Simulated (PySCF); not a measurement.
Method: PySCF 2.14.0 with CAM-B3LYP-D3(BJ)/def2-TZVP. Gas-phase values, no solvent. Excitations are Tamm–Dancoff values on a coarser integration grid. The basis has no diffuse functions, so Rydberg states are missing or too high.

Reference species (SMILES): `[F][In]([F])[F]` (neutral, multiplicity 1).

```yaml
S1 excitation (TDA): 6.40 eV
T1 excitation (TDA): 5.65 eV
LUMO: -2.50 eV
```

Changed species: `[F][InH2]` (2 of 3 F replaced by H; the reference has 0 of 3 F replaced by H).

### Question
Predict the effect on the S1 excitation (TDA), T1 excitation (TDA) and LUMO.

### Answer
the S1 excitation (TDA) decreases by 0.88 eV, to 5.52 eV; the T1 excitation (TDA) falls by 0.51 eV, to 5.14 eV; the LUMO increases by 1.43 eV, to -1.07 eV.
